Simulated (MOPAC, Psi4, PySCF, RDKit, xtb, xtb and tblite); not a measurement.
Two geometries of SMILES BCCCl (C₂H₆BCl), singlet, relaxed at GFN2-xTB with one dihedral held; other torsions can differ between them too.

Structure A

```
10

B      0.6214    -1.0496     1.4223
C     -0.2000    -0.0509     0.4665
C      0.7085     1.1588     0.5649
Cl     2.3181     0.3606     0.7161
H      0.7929    -0.7347     2.5385
H      0.9004    -2.1301     1.0707
H     -1.2132     0.1954     0.7861
H     -0.2557    -0.3926    -0.5662
H      0.5569     1.7312     1.4777
H      0.7360     1.8181    -0.3020
```

Structure B

```
10

B     -1.5022     0.1384    -0.1240
C     -0.0811    -0.0863     0.5328
C      0.4134     1.2416     1.1023
Cl     2.0246     1.0554     1.8621
H     -1.5867     0.4358    -1.2502
H     -2.4676     0.0469     0.5272
H      0.6595    -0.4372    -0.1877
H     -0.1132    -0.8084     1.3504
H     -0.2512     1.6156     1.8803
H      0.5275     1.9935     0.3223
```

Which is lower in energy at the level DF-MP2 (frozen core)/cc-pVTZ // GFN2-xTB run with Psi4 1.11, and by how much?

B is lower, by 1.22 kcal/mol (dihedral H5–B1–C2–C3: 60° in A, 90° in B).

E(B) − E(A) in kcal/mol at the other levels, on the same two geometries: GFN2-xTB (xtb and tblite) 1.19; PBE0/def2-TZVP // GFN2-xTB (Psi4) -0.97; PBE0-D3(BJ)/def2-TZVP // GFN2-xTB (Psi4) -0.63; PBE/def2-TZVP // GFN2-xTB (Psi4) -0.29; PBE-D3(BJ)/def2-TZVP // GFN2-xTB (Psi4) 0.12; HF/cc-pVTZ // GFN2-xTB (Psi4) -7.81; UFF // GFN2-xTB (RDKit) -145.74; PM6, restricted, heats of formation // GFN2-xTB (MOPAC) 3.36; AM1, restricted, heats of formation // GFN2-xTB (MOPAC) -4.26; GFN1-xTB // GFN2-xTB (xtb) 1.86; restricted B3LYP/6-31G*, spherical d // GFN2-xTB (PySCF) -4.61; restricted Hartree-Fock/3-21G // GFN2-xTB (PySCF) -9.44; restricted Hartree-Fock/STO-3G // GFN2-xTB (PySCF) -3.99; restricted Hartree-Fock/6-31G*, spherical d // GFN2-xTB (PySCF) -9.10.
